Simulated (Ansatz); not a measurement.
Species: BBr$_{2}$F, charge 0, singlet. BBr2F (SMILES FB(Br)Br).
B3LYP-D3(BJ)/def2-TZVP minimum from Ansatz (an electronic-structure program):
```
B
F 1 1.3109
Br 1 1.9120 2 119.04
Br 1 1.9120 2 119.04 3 -180.00
```
Charge 0, spin multiplicity 1.

Hartree-Fock and CCSD(T) correlation energies in hartree (Ansatz). Radicals and triplets start from unrestricted determinants; spin-orbit coupling is neglected. Correlated methods leave the cores frozen (noble-gas shells, and filled d and f shells in the p block). No relativity. Spin-orbit terms, left out, reach several kcal/mol for Br and I, and more for heavier atoms.

```json
[
 {"basis": "cc-pVTZ", "X": "3", "E(HF)": "-5269.22890", "E(corr, CCSD(T))": "-0.71616"},
 {"basis": "cc-pVQZ", "X": "4", "E(HF)": "-5269.24440", "E(corr, CCSD(T))": "-0.78181"},
 {"basis": "cc-pV5Z", "X": "5", "E(HF)": "-5269.24738", "E(corr, CCSD(T))": "withheld"}
]
```

### Question
Fit E(corr) = E∞ + A/X³ to X = 3 and 4, predict X = 5, and compare with the run.

### Answer
A = (-0.71616 - (-0.78181))/(1/27 - 1/64) = 3.0660; E∞ = -0.78181 - A/64 = -0.82972; at X = 5, E∞ + A/125 = -0.80519. The run gave -0.80508, 0.11 mEh above the prediction. The same form on X = 4 and 5 gives E∞ = -0.82949, 0.22 mEh above the first estimate.
